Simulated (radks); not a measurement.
The numbers below are computed, except where a source is named.
Q: The mean radii <r> (bohr) of the occupied orbitals of an atom or ion are listed with their occupations. Level of theory: Dirac Kohn-Sham, PBE, spin-unpolarised, spherical densities, finite nucleus; Fermi nuclear charge, rms radius of each element as measured or else 0.836 A^(1/3) + 0.57 fm (a radial shooting solver on a logarithmic mesh with Libxc functionals).

| orbital | occ. | <r> |
|---|---|---|
| 1s1/2 | 2 | 0.02842 |
| 2s1/2 | 2 | 0.1222 |
| 2p1/2 | 2 | 0.1033 |
| 2p3/2 | 4 | 0.1087 |
| 3s1/2 | 2 | 0.3302 |
| 3p1/2 | 2 | 0.3208 |
| 3p3/2 | 4 | 0.3321 |
| 3d3/2 | 4 | 0.3033 |
| 3d5/2 | 6 | 0.3069 |
| 4s1/2 | 2 | 0.7906 |
| 4p1/2 | 2 | 0.8318 |
| 4p3/2 | 4 | 0.8606 |
| 4d3/2 | 4 | 1.012 |
| 4d5/2 | 6 | 1.025 |
| 5s1/2 | 1 | 2.049 |
| 5p1/2 | 1 | 2.375 |
| 5d3/2 | 1 | 3.601 |

Name the element and its charge. Open shells, if any, fill j = l - 1/2 first.

A: Z = 51, antimony, charge +2: Sb2+ in [Kr] 4d10 5s1 5p1 5d1. The 1s radius gives Z: for a bare nucleus <r> = (2 gamma + 1)/(2Z) with gamma = sqrt(1 - (Z/c)^2), 0.028 bohr for Z = 51, and screening makes it slightly larger (0.02842 here). The occupations add up to 49, and the charge is Z minus that.
